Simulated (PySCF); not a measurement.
C6H7, SMILES [C]1=CC=CCC1, multiplicity 2. Geometry optimised at B3LYP-D3(BJ)/def2-SVP. The isomer is the one that the SMILES or the coordinates give; other isomers of the formula were not compared. Other conformers were not sampled.

Calculation: PySCF 2.14.0 with B3LYP-D3(BJ)/def2-SVP.

Harmonic wavenumbers (cm⁻¹): 185, 322, 452, 487, 578, 679, 744, 836, 864, 923, 961, 971, 988, 1015, 1043, 1154, 1163, 1223, 1262, 1321, 1345, 1391, 1433, 1444, 1646, 1712, 2986, 2995, 3074, 3076, 3159, 3167, 3185. Rotational constants (GHz): 5.504, 4.959, 2.766; symmetry number 1.

**Question.** Work out the zero-point energy and the ideal-gas rigid-rotor harmonic-oscillator thermochemistry at 298.15 K and 1 atm.

**Answer.** ZPE = ½ Σ hcν = ½ × 47786 cm⁻¹ = 285.83 kJ/mol. H − E(el) = 301.90 kJ/mol. Entropy in J/(mol K): translation 163.26, rotation 108.19, vibration 30.77, spin 5.76, total 307.98. G − E(el) = 210.07 kJ/mol. Cp = 91.07 J/(mol K).
